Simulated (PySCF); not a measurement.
C2H6Se, SMILES C(C)[SeH]. The structure is a stationary point at TPSSh-D3(BJ)/def2-SVP. Other conformers were not sampled.

Calculation: TPSSh-D3(BJ)/def2-SVP (PySCF 2.14.0).

Harmonic wavenumbers (cm⁻¹): 184, 253, 279, 550, 686, 811, 977, 1039, 1079, 1260, 1265, 1404, 1466, 1481, 1490, 2422, 3026, 3070, 3107, 3120, 3140. Rotational constants (GHz): 27.25, 3.575, 3.363; symmetry number 1.

Problem. Work out the zero-point energy and the ideal-gas rigid-rotor harmonic-oscillator thermochemistry at 298.15 K and 1 atm.

Solution. ZPE = ½ Σ hcν = ½ × 32111 cm⁻¹ = 45.90 kcal/mol. H − E(el) = 49.56 kcal/mol. Entropy in cal/(mol K): translation 39.98, rotation 24.40, vibration 6.97, total 71.35. G − E(el) = 28.29 kcal/mol. Cp = 17.63 cal/(mol K).
